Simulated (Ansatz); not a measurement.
`O[SiH2]SC[SiH3]` + `C=CN[SiH2]Cl` → `C=CN([SiH3])[SiH2]Cl` + `CS[SiH2]O`  (ligand exchange at the Si–C bond)

Computed with Ansatz on PBE0-D4/def2-TZVP structures; ΔE is electronic, products minus reactants. CCSD(T)/CBS is the MP2 limit (def2-TZVPP, def2-QZVPP) plus CCSD(T) − MP2 in def2-TZVPP, frozen cores. Functionals use def2-TZVPP. B3LYP here is the variant with VWN-RPA as its local correlation; programs differ in this. Each species was taken in one conformer, which may not be the lowest.

```csv
level,ΔE (kJ/mol),difference from CCSD(T)/CBS
PBE-D4,-39.7,9.9
r2SCAN-D4,-45.5,4.1
PBE0-D4,-43.1,6.5
B3LYP-D4,-47.5,2.1
ωB97X-V,-48.1,1.5
B2PLYP,-46.8,2.8
PBE,-35.7,13.9
r2SCAN,-44.5,5.1
PBE0,-39.7,9.9
HF/def2-TZVPP,-48.5,1.1
SCS-MP2/def2-TZVPP,-53.5,-3.9
CCSD/def2-TZVPP,-50.1,-0.5
HF/def2-QZVPP,-49.0,0.6
MP2/def2-QZVPP,-53.6,-4.0
HF/CBS(def2),-49.1,0.5
CCSD/CBS(def2),-49.2,0.4
CCSD(T)/CBS,-49.6,0
```

Largest T1 diagnostic among the species: 0.012.

The D4 term adds −6.5 kJ/mol with B3LYP and −3.5 kJ/mol with PBE0; it sums over pairs of atoms, weighted by their polarisabilities, and B3LYP, whose exchange is more repulsive, gets the larger term. From PBE to PBE0 (25 % exact exchange), in def2-TZVPP and without D4, ΔE moves by −4.0 kJ/mol.
